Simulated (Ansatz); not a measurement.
All values below come from frozen-core CCSD(T)/cc-pVTZ // r2SCAN-D4/def2-TZVP (Ansatz, a program for electronic structure).

Ansatz 0.2 input:
```yaml
crystal:
  periodic: [false, false, false]
  atoms:
    - { symbol: B, position_ang: [1.354229, 0.228927, -0.030072] }
    - { symbol: C, position_ang: [-0.009542, 0.339584, -0.084757] }
    - { symbol: B, position_ang: [-1.464177, 0.092269, -0.060415] }
    - { symbol: O, position_ang: [-1.083487, 1.352934, -0.338903] }
    - { symbol: H, position_ang: [2.50505, 0.026762, 0.041383] }
    - { symbol: H, position_ang: [-2.455622, -0.535404, 0.060717] }
basis:
  gaussian: { orbitals: cc-pVTZ }
correlation:
  method: ccsd_t
```

Output:

```
Functional definition: HF
870 factors; integrals over basis functions are off by at most 1.2e-3 eV
mean field evaluation 1: about -4438.0078 eV, gradient 3.4e1 eV
mean field evaluation 2: about -4438.0097 eV, gradient 3.4e1 eV
mean field evaluation 4: about -4441.1628 eV, gradient 4.6e0 eV
mean field evaluation 8: about -4441.2542 eV, gradient 6.3e-1 eV
mean field evaluation 16: about -4440.0953 eV, gradient 2.4e1 eV
mean field -4441.25945569 eV, -163.2132746030 hartree, gradient 6.8e-6 eV, S^2 0.000000; 0 other end points of the search recorded, 0 dependent functions left out
4 core orbitals not correlated
reference -4441.25945569 eV, -163.2132746030 hartree; 9, 9 occupied and 135, 135 virtual orbitals, 870 factors
second order -15.52642012 eV of doubles, -0.00000000 eV of singles
cycle   1  -15.38818886 eV  change    1.4e-1 eV  update   1.2e-1
cycle   2  -15.87593384 eV  change   -4.9e-1 eV  update   4.2e-2
cycle   3  -16.03023022 eV  change   -1.5e-1 eV  update   2.5e-2
cycle   4  -16.01611976 eV  change    1.4e-2 eV  update   7.6e-3
cycle   5  -16.01127512 eV  change    4.8e-3 eV  update   3.8e-3
cycle   6  -16.01301602 eV  change   -1.7e-3 eV  update   1.3e-3
cycle   7  -16.01232103 eV  change    6.9e-4 eV  update   6.1e-4
cycle   8  -16.01210580 eV  change    2.2e-4 eV  update   2.1e-4
cycle   9  -16.01222267 eV  change   -1.2e-4 eV  update   1.0e-4
cycle  10  -16.01220475 eV  change    1.8e-5 eV  update   3.5e-5
cycle  11  -16.01219549 eV  change    9.3e-6 eV  update   1.6e-5
perturbative correction -0.81151222 eV, -0.0298225240 hartree
Total energy: -4458.08316341 eV, -163.8315344579 hartree
```

Cost: around 27 core-seconds (rough).
